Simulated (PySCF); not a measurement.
Si(H)(Me)2(OH) (C2H8OSi), SMILES C[SiH](C)O.

Geometry optimised at B3LYP-D3(BJ)/def2-SVP. Other conformers were not sampled.

Computed with CAM-B3LYP/def2-TZVP in PySCF.

Symmetry labels are those of the subgroup Cs that the program uses (full group Cs).

Computed valence orbital energies around the gap with their symmetry:
```csv
orbital,symmetry,energy (eV)
HOMO−7,A',-13.28
HOMO−6,A',-12.94
HOMO−5,A",-12.70
HOMO−4,A",-12.55
HOMO−3,A',-11.53
HOMO−2,A",-11.25
HOMO−1,A',-10.10
HOMO,A",-9.59
LUMO,A',1.48
LUMO+1,A',2.17
LUMO+2,A",2.42
LUMO+3,A',3.17
```
